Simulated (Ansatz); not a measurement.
System: H$_{2}$GeOBr, charge 0, doublet. H2GeOBr (SMILES [OH][GeH][Br], doublet).
B3LYP-D3(BJ)/def2-TZVP minimum from Ansatz (a quantum-chemistry and plane-wave program):
```xyz
5

Ge    -0.7402     0.5208     0.4516
O     -2.0276    -0.4015    -0.3906
Br     1.2458    -0.3792    -0.3824
H     -0.8214     0.1853     1.9870
H     -2.8739    -0.3686     0.0718
```
Charge 0, spin multiplicity 2.

Atomisation energy term by term, kcal/mol (programs: Ansatz). Radicals and triplets start from unrestricted determinants; spin-orbit coupling is neglected. Cores are frozen in correlated methods (noble-gas shells, and filled d and f shells in the p block). No relativity. CBS(X,Y): correlation extrapolated as X^-3, Hartree-Fock from the larger set. A bracket is a step between two methods taken in the basis named. For partners of very few electrons the exact lower level stands in for a higher one. Spin-orbit terms, left out, reach several kcal/mol for Br and I, and more for heavier atoms.

```csv
term,basis,kcal/mol
Hartree-Fock,cc-pVQZ,221.09
CCSD correlation,"CBS(cc-pVTZ,cc-pVQZ)",104.50
(T),"CBS(cc-pVTZ,cc-pVQZ)",8.39
CCSDT(Q) - CCSD(T),cc-pVDZ,0.82
sum: De,,334.8
```
